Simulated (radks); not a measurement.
Task: Species: Cd4+. Configuration: [Kr] 4d8. All-electron calculation, scalar-relativistic Kohn-Sham, SCAN, spin-polarised, spherical densities, finite nucleus; open shells are filled with parallel spins first (spin-orbit coupling, left out, can overturn this in heavy ions); meta-GGA in the generalised Kohn-Sham scheme; Fermi nuclear charge, rms radius 4.6087 fm. Program: a radial shooting solver on a logarithmic mesh with Libxc functionals. Some entries of the table are withheld. Estimate them.

orbital,occ.,eigenvalue (hartree),<1/r> (bohr^-1)
1s up,1,-978.6764,50.63
1s down,1,-978.6759,50.63
2s up,1,-147.6189,11.54
2s down,1,-147.6003,11.54
2p up,3,-132.5342,11.11
2p down,3,-132.5189,11.11
3s up,1,-29.39653,4.077
3s down,1,-29.38859,4.076
3p up,3,-24.40475,3.877
3p down,3,-24.39447,3.876
3d up,5,-16.63185,3.643
3d down,5,-16.61338,3.642
4s up,1,-6.01922,1.575
4s down,1,-5.93392,1.578
4p up,3,-4.52977,1.432
4p down,3,-4.44265,1.434
4d up,5,-2.34707,(1)
4d down,3,-2.26353,(2)

Result: 
(1) 4d up <1/r> (bohr^-1): 1.152
(2) 4d down <1/r> (bohr^-1): 1.148
